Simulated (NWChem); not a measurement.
C$_{4}$H$_{6}$; SMILES C#CCC

```xyz
10

C      0.2635    -1.9660     0.0000
C     -0.1565    -0.8298     0.0000
C     -0.6407     0.5462     0.0000
C      0.4772     1.5876     0.0000
H      0.6306    -2.9755     0.0000
H     -1.2910     0.6916     0.8798
H     -1.2910     0.6916    -0.8798
H      0.0569     2.6042     0.0000
H      1.1166     1.4803    -0.8885
H      1.1166     1.4803     0.8885
```
Atoms are numbered in this order, from 1.

All runs: NWChem. Pople sets run with spherical d functions. Structure relaxed at the PBE0/def2-SVP level. Total energies compare along this basis series because the functional is fixed.

```json
[
 {"level": "B3LYP/STO-3G", "basis functions": "26", "energy (Ha)": "-154.0628", "highest occupied level (eV)": "-5.49", "orbital gap (eV)": "10.40", "dipole (D)": "0.61"},
 {"level": "B3LYP/3-21G", "basis functions": "48", "energy (Ha)": "-155.1200", "highest occupied level (eV)": "-7.15", "orbital gap (eV)": "8.82", "dipole (D)": "0.71"},
 {"level": "B3LYP/6-31G*", "basis functions": "68", "energy (Ha)": "-155.9634", "highest occupied level (eV)": "-6.98", "orbital gap (eV)": "8.51", "dipole (D)": "0.67"},
 {"level": "B3LYP/def2-SVP", "basis functions": "86", "energy (Ha)": "-155.8557", "highest occupied level (eV)": "-7.26", "orbital gap (eV)": "8.30", "dipole (D)": "0.74"},
 {"level": "B3LYP/def2-SVPD", "basis functions": "128", "energy (Ha)": "-155.8643", "highest occupied level (eV)": "-7.43", "orbital gap (eV)": "7.75", "dipole (D)": "0.80"},
 {"level": "B3LYP/def2-TZVP", "basis functions": "160", "energy (Ha)": "-156.0324", "highest occupied level (eV)": "-7.39", "orbital gap (eV)": "7.98", "dipole (D)": "0.82"}
]
```
